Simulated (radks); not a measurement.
The numbers below are computed, except where a source is named.
Polarisability of neutral carbon, [He] 2s2 2p2, at imaginary frequency. Level of theory: non-relativistic Kohn-Sham, exchange-only LDA, spin-polarised, spherical densities, point nucleus; open shells are filled with parallel spins first (a radial shooting solver on a logarithmic mesh with Libxc functionals). Response by self-consistent Sternheimer equations with the Hartree and adiabatic exchange-only LDA kernel.

w (hartree)  alpha1(iw) (bohr^3)
0.00266                    14.87
0.0143                     14.84
0.0360                     14.68
0.0697                     14.19
0.118                      13.12
0.186                      11.38
0.280                      9.106
0.413                      6.670
0.605                      4.455
0.892                      2.703
1.35                       1.473
2.12                      0.7032
3.59                      0.2806
6.94                     0.08588
17.5                     0.01620

Static values: alpha1 = 14.87 bohr^3 (2.204 angstrom^3; uncoupled 19.55). C6 = 61.79, triple-dipole C9 = 654.3 atomic units. One-pole (London) frequency 4 C6 / (3 alpha1^2) = 0.373 hartree, against 0.196 for minus the highest occupied eigenvalue. The dipole shielding factor is 1.000, as the force sum rule N/Z = 1.000 demands. Recommended static value: 11.3 bohr^3 (Schwerdtfeger and Nagle, 2023 table).
